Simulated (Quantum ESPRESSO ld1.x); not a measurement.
Species: Kr13+. Configuration: [Ar] 3d4 5s1 (not the ground configuration). Method: scalar-relativistic Kohn-Sham, LDA (Slater exchange, VWN5 correlation), spin-unpolarised, spherical densities, point nucleus; computed with ld1.x of Quantum ESPRESSO 7.5. Some entries of the table are withheld. Estimate them.

| orbital | occ. | eigenvalue (hartree) | r(max) (bohr) | <1/r> (bohr^-1) |
|---|---|---|---|---|
| 1s | 2 | -534.820 | 0.02712 | 36.71 |
| 2s | 2 | (1) | 0.1544 | 8.173 |
| 2p | 6 | (2) | 0.1234 | 7.994 |
| 3s | 2 | -23.0251 | 0.4508 | (3) |
| 3p | 6 | (4) | (5) | 2.797 |
| 3d | 4 | -16.4868 | 0.3729 | 2.618 |
| 5s | 1 | (6) | 1.895 | 0.7640 |

Answer. 
(1) 2s eigenvalue (hartree): -83.8035
(2) 2p eigenvalue (hartree): -75.9701
(3) 3s <1/r> (bohr^-1): 2.913
(4) 3p eigenvalue (hartree): -20.4946
(5) 3p r(max) (bohr): 0.4415
(6) 5s eigenvalue (hartree): -5.53678
